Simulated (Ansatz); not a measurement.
Breaking the Sb1–H2 bond in stibine (SMILES [SbH3]) (multiplicity 1 held, fragments rigid). Energies count from the point at 1.714 Å.
Geometry at that point (charge 0, multiplicity 1):
```xyz
4

Sb     0.00013    -0.00053     0.05361
H     -0.90373    -1.08342    -0.91985
H     -0.49765     1.33580    -0.89701
H      1.39450    -0.22542    -0.91717
```

Active spaces are followed from a long bond inwards. Curves can end on different states.

Correlated levels freeze the cores. Filled d and f shells under p-block atoms count as core.

The values were computed with Ansatz (a program for electronic structure). Values without a source in brackets are computed. In def2 rows elements past Kr take small-core potentials, without spin–orbit coupling.

Task: What is the computed energy at R = 5.484 Å (FIC-MRCISD+Q on CASSCF(2,2)/def2-SVP)?

Result: 65.2 kcal/mol

Task: Estimate the energy at R = 5.484 Å that CASSCF(2,2)/def2-SVP returns for this input.

Result: 59.9 kcal/mol
